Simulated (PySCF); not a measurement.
SMILES FCCCl (C₂H₄ClF), PBE/def2-SVP optimised geometry.

```
8

F      1.52    -0.72     0.00
C      0.14    -0.72     0.00
C     -0.42     0.69     0.00
Cl    -0.07     1.57     1.53
H     -0.23    -1.28     0.89
H     -0.23    -1.24    -0.92
H      0.03     1.28    -0.83
H     -1.52     0.66    -0.13
```

Density from PBE/def2-TZVP run with PySCF at that geometry.

Minimum of the electron density along straight lines between bonded atoms, close to the bond critical point (lines longer than 1.1 times the sum of covalent radii, or with two minima, are not listed):

```
bond    length / Å  ρ at the minimum / e bohr⁻³  ∇²ρ there / e bohr⁻⁵  position (fraction from the first atom)
------  ----------  ---------------------------  --------------------  ---------------------------------------
F1–C2        1.380                        0.249            (withheld)                                     0.66
C2–C3        1.514                        0.257                 -0.65                                     0.50
C3–Cl4       1.800                   (withheld)            (withheld)                                     0.43
C2–H5        1.113                        0.274                 -0.93                                     0.65
C2–H6        1.116                        0.271                 -0.91                                     0.65
C3–H7        1.108                        0.273                 -0.91                                     0.65
C3–H8        1.108                        0.271                 -0.91                                     0.65
```

Task: Fill in the missing entries.

Result: 
- F1–C2, ∇²ρ there / e bohr⁻⁵: -0.29
- C3–Cl4, ρ at the minimum / e bohr⁻³: 0.177
- C3–Cl4, ∇²ρ there / e bohr⁻⁵: -0.20
